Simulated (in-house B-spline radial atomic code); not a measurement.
BP86 excitations of Si III (Si2+)

Method: BP86. Computed with a B-spline radial code for spherical atoms: linear response of the closed shell [Ne] 3s2 with the functional's adiabatic kernel; scalar-relativistic (spin-free one-electron X2C), finite nucleus, no spin-orbit coupling, no double excitations, S, P, D and F terms only.

Command:
```bash
python run_td.py task.json out
```
Settings (radii: box in bohr, nucleus in fm):
```
Z                        14
electrons                12
configuration            [Ne] 3s2
hamiltonian              x2c
method                   b88,p86
box_radius               29.48
rms_radius               3.1224
intervals                74
```

Cost of the run: 0.5 s on 1 thread of Arm Neoverse N1, with other jobs on the host.

The lowest states, in the order of their Tamm-Dancoff energies; the method's threshold (minus the highest occupied level) is 28.678 eV. Labels give the largest channel, * marks a mixed state, and oscillator strengths are full-response dipole values. Semilocal kernels can invert the small singlet-triplet splittings of Rydberg terms. Energies in eV:

```csv
state,full response,Tamm-Dancoff,oscillator strength
3s → 3p 3P,6.108,6.358,-
3s → 3p 1P,10.344,10.791,1.61
3s → 3d 3D,16.296,16.402,-
3s → 3d 1D,?,?,-
3s → 4s 3S,18.753,18.762,-
3s → 4s 1S,19.284,19.303,-
3s → 4p 3P,20.923,20.934,-
3s → 4p 1P,21.128,21.165,0.0122
3s → 4d 3D,?,?,-
3s → 4d 1D,23.715,23.716,-
3s → 5s 3S,23.886,23.888,-
3s → 5s 1S,24.032,24.038,-
3s → 4f 1F,24.380,24.385,-
3s → 4f 3F,24.428,24.434,-
3s → 5p 3P,24.741,24.744,-
```

Where does 3s → 4d 3D lie?

At 23.522 eV in full response, 23.534 eV in Tamm-Dancoff.

Where does 3s → 3d 1D lie?

At 17.725 eV in full response, 17.734 eV in Tamm-Dancoff.

How large is the singlet-triplet splitting of 3s → 3p (P terms) in Tamm-Dancoff?

4.43 eV, from the unrounded values.

What polarisabilities and dispersion coefficient does the method give?

Dipole 11.47 bohr³, quadrupole 36.14 bohr⁵, C6 39.09 hartree·bohr⁶ for two such species.
